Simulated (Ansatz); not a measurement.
Program: Ansatz 0.2.0.

A structure relaxed at PBE0-D4/def2-TZVP, charge 0, multiplicity 1:

```json
{"atom": "F1", "x (Å)": "0.956", "y (Å)": "-2.572", "z (Å)": "-0.443"}
{"atom": "Si2", "x (Å)": "0.762", "y (Å)": "-0.987", "z (Å)": "-0.529"}
{"atom": "Si3", "x (Å)": "-1.171", "y (Å)": "0.310", "z (Å)": "-0.652"}
{"atom": "Si4", "x (Å)": "0.361", "y (Å)": "0.525", "z (Å)": "1.135"}
{"atom": "Cl5", "x (Å)": "1.565", "y (Å)": "2.091", "z (Å)": "1.690"}
{"atom": "H6", "x (Å)": "1.687", "y (Å)": "-0.422", "z (Å)": "-1.544"}
{"atom": "H7", "x (Å)": "-1.308", "y (Å)": "1.178", "z (Å)": "-1.850"}
{"atom": "H8", "x (Å)": "-2.493", "y (Å)": "-0.116", "z (Å)": "-0.127"}
{"atom": "H9", "x (Å)": "-0.360", "y (Å)": "-0.006", "z (Å)": "2.320"}
```

(1) Give its formula and SMILES.

(2) Summarise the bond lengths by kind.

Answers

(1) ClFH4Si3, `F[Si@H]1[SiH2][Si@@H]1Cl`.

(2) 1 × F–Si 1.599 Å; 3 × Si–Si 2.284 to 2.363 Å; 4 × H–Si 1.485 Å; 1 × Cl–Si 2.052 Å.
